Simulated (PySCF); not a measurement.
Sn(Br)(OH), SMILES [OH][Sn][Br] (HBrOSn) (CAM-B3LYP/def2-SVP optimised geometry):

```
4

Sn    -1.170    -1.245     0.000
Br     1.392    -1.245     0.000
O     -1.392     0.720     0.000
H     -0.579     1.245     0.001
```

Method: CAM-B3LYP/def2-TZVP, def2 effective core potentials past Kr (PySCF).

Problem. What are the frontier orbital energies and the dipole moment?

Solution. HOMO-2 -9.57 eV, HOMO-1 -9.56 eV, HOMO -9.05 eV, LUMO -1.77 eV, LUMO+1 0.01 eV; dipole moment 2.05 D.

On the same geometry PBE/def2-TZVP, def2 effective core potentials past Kr in PySCF gives HOMO-2 -7.12 eV, HOMO-1 -7.01 eV, HOMO -6.66 eV, LUMO -3.31 eV, LUMO+1 -1.54 eV; dipole moment 1.75 D.
